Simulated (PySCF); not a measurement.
SbH2Cl, SMILES [Cl][SbH2]. Atoms are numbered in the order given.

```xyz
4

Sb    -0.5674     0.0481     0.0000
H     -0.7275    -1.1488     1.2142
H     -0.7275    -1.1488    -1.2142
Cl     1.7877    -0.0092     0.0000
```
Charge 0, spin multiplicity 1.

Geometry: PBE0-D3(BJ)/def2-TZVP. The def2 effective core potentials stand for the cores of Sb; spin–orbit coupling is left out.

Vertical ionisation energy (IE) and electron affinity (EA) in eV. Rows of orbital energies are one-electron estimates. Where ΔSCF, EOM or ADC give a negative EA the extra electron is unbound and the value depends on the basis.

```json
[
 {"level": "−ε(HOMO), −ε(LUMO), r2SCAN/def2-TZVPD (PySCF)", "IE": "6.89", "EA": "2.34"},
 {"level": "−ε(HOMO), −ε(LUMO), PBE0/def2-TZVPD (PySCF)", "IE": "[?]", "EA": "[?]"}
]
```

Task: What belongs in the gaps? (The exact figures need the calculation; the answer reports its results.)

Result: 
- −ε(HOMO), −ε(LUMO), PBE0/def2-TZVPD (PySCF), IE: 7.72
- −ε(HOMO), −ε(LUMO), PBE0/def2-TZVPD (PySCF), EA: 1.78
